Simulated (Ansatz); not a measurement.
C3H4BF can be A, `C=C1BC1F`, or B, `BCC#CF`.

Computed with Ansatz on PBE0-D4/def2-TZVP structures; ΔE is electronic, products minus reactants. CCSD(T)/CBS is the MP2 limit (def2-TZVPP, def2-QZVPP) plus CCSD(T) − MP2 in def2-TZVPP, frozen cores. DFT in def2-TZVPP. B3LYP here is the variant with VWN-RPA as its local correlation; programs differ in this.

Task: Which is lower in electronic energy at CCSD(T)/CBS, and by how much? (Estimate.)

Result: The calculation gave: A, by 6.5 kcal/mol.

Task: Give E(B) − E(A) in kcal/mol with CCSD/def2-TZVPP, MP2/def2-TZVPP, r2SCAN-D4, B3LYP-D4, B2PLYP, CCSD(T)/def2-SVP, PBE0-D4. (An estimate is asked.)

Result: Computed: CCSD/def2-TZVPP 4.5, MP2/def2-TZVPP 4.4, r2SCAN-D4 11.8, B3LYP-D4 7.9, B2PLYP 5.9, CCSD(T)/def2-SVP 4.8, PBE0-D4 10.6. None reverses the order clearly.

Task: Does the order hold for the free energy at 298.15 K (harmonic terms from PBE0-D4)? (Estimate.)

Result: Ansatz gave: Yes: G(B) − G(A) = +4.2 kcal/mol.

Largest T1 diagnostic: 0.014.

In def2-TZVPP, CCSD(T) changes the Hartree–Fock value by +6.0 kcal/mol (the triples alone add +1.3 kcal/mol) and MP2 by +4.7 kcal/mol. From PBE to PBE0 (25 % exact exchange), in def2-TZVPP and without D4, E(B) − E(A) moves by −1.7 kcal/mol.
